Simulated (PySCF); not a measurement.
# Spinor energies of Hg(71+) (mercury, charge +71)

Start: [He] 2s2 2p5; 2p1/2 filled at m_j = -1/2, +1/2; 2p3/2 filled at m_j = -1/2, +1/2, +3/2. Calculated with PySCF 2.14 in an even-tempered Gaussian basis (16 s from 59 bohr⁻², ratio 2.4; 13 p from 76 bohr⁻², ratio 2.4; 5 d from 260 bohr⁻², ratio 2.6; 4 f from 390 bohr⁻², ratio 2.6): generalised Hartree-Fock with the X2C-1e Hamiltonian and a Gaussian nucleus; one run each with spin-orbit coupling (SO) switched off, then screened by Boettger's factors.

```csv
spinor shell,electrons,"ε, spin-free (eV)","ε, screened SO (eV)",weight of nominal j (screened SO),"rms radius, screened SO (bohr)"
1s1/2,2,-90692.5,-90649.3,1.000,0.0187
2s1/2,2,-21477.7,-21465.5,1.000,0.0740
2p1/2,2,-19521.5,-20982.2,1.000,0.0624
2p3/2,3,-19521.5,-18948.0,1.000,0.0699
```

| quantity | spin-free | screened SO |
| --- | --- | --- |
| E (hartree) | -12447.32157 | -12493.28316 |
| M_J | 3/2 | 3/2 |
| ⟨J²⟩ | 3.750 | 3.750 |
| ⟨L²⟩ | 2.000 | 2.036 |
| ⟨S²⟩ | 0.750 | 0.786 |

Each row is a mean over spinors that exchange with the open shell spreads, by up to 71.513 eV (2s1/2).

Breit and QED terms are absent; they matter most for the inner s and p1/2 levels.

Densities and radii are taken from the X2C orbitals without a picture-change correction, which distorts them close to the nucleus.

Without spin-orbit coupling the j labels of p, d and f shells carry no meaning; the spin-free column gives the mean over the occupied spinors of each nl shell.
